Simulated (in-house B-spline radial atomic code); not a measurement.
Inner levels of dysprosium as electrons are removed. A shift is the extra binding of the orbital against the neutral atom ([Xe] 4f10 6s2). The density at the nucleus is averaged over the nuclear charge. Computed with a radial B-spline atomic code at the basis-set limit: Dirac-Hartree-Fock, average of the configuration, finite nuclei.

```csv
ion,configuration,shift of 1s1/2 (eV),radius of 1s1/2 (bohr),Σ<r²> (bohr²),change of density at nucleus (bohr⁻³)
Dy59+,[He] 2s2 2p3,5756.18,0.02105,0.039818,-16856.4
Dy60+,[He] 2s2 2p2,?,?,?,?
Dy61+,[He] 2s2 2p1,6607.65,0.02102,0.025284,-15391.4
Dy62+,[He] 2s2,7040.5,0.021005,0.018317,-14660.1
Dy63+,[He] 2s1,?,?,?,?
Dy64+,1s2,7819.92,0.020993,0.0012023,-100140
Dy65+,1s1,9049.31,0.020859,0.00059312,-391877
```

Q: Fill in the row of Dy60+.

A: shift of 1s1/2 (eV): 6179.54; radius of 1s1/2 (bohr): 0.021035; Σ<r²> (bohr²): 0.032449; change of density at nucleus (bohr⁻³): -16123.7.

Q: Fill in the row of Dy63+.

A: shift of 1s1/2 (eV): 7428.62; radius of 1s1/2 (bohr): 0.021003; Σ<r²> (bohr²): 0.0096791; change of density at nucleus (bohr⁻³): -56956.9.
